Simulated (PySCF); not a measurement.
A GIAO shielding run with PySCF 2.14 (density fitting, non-relativistic, gas phase) on `InChI=1S/C5H10O3/c1-4-5(6-2)8-3-7-4/h4-5H,3H2,1-2H3/t4-,5-/m1/s1`:

```
$ OMP_NUM_THREADS=1 python probes_run.py task.json out

{"job": {"kind": "nmr", "xc": "PBE0", "basis": "pcSseg-1"}, "charge": 0, "multiplicity": 1}
C     -2.380385    -0.394831     0.261465
O     -1.064003    -0.595311    -0.210719
C     -0.111484     0.156800     0.470117
O     -0.231865     1.536897     0.222534
C      0.637868     1.802963    -0.843726
O      1.767603     1.013279    -0.631764
C      1.315687    -0.197296    -0.039663
C      1.341152    -1.360761    -1.021918
H     -2.673279     0.654737     0.172329
H     -2.465735    -0.703325     1.309755
H     -3.021876    -1.014999    -0.360214
H     -0.225109     0.019004     1.557681
H      0.153723     1.554786    -1.807091
H      0.919613     2.857591    -0.822611
H      1.980937    -0.403969     0.806237
H      0.992613    -2.263606    -0.530848
H      0.696083    -1.153001    -1.869717
H      2.359697    -1.502639    -1.371900
```

Hardware: 1 thread of an Intel Xeon Platinum 8488C, shared host. The job also computes population analyses, field gradients, ring-centre shieldings.

Q: How large is the calculation?

A: 64 electrons, 186 basis functions and 962 auxiliary functions.

Q: How long does it take, and how much memory does it need?

A: 29 s of wall time, with 14 SCF cycles and 4 response iterations; peak memory 0.84 GiB. Times on a shared host scatter by some tens of per cent.
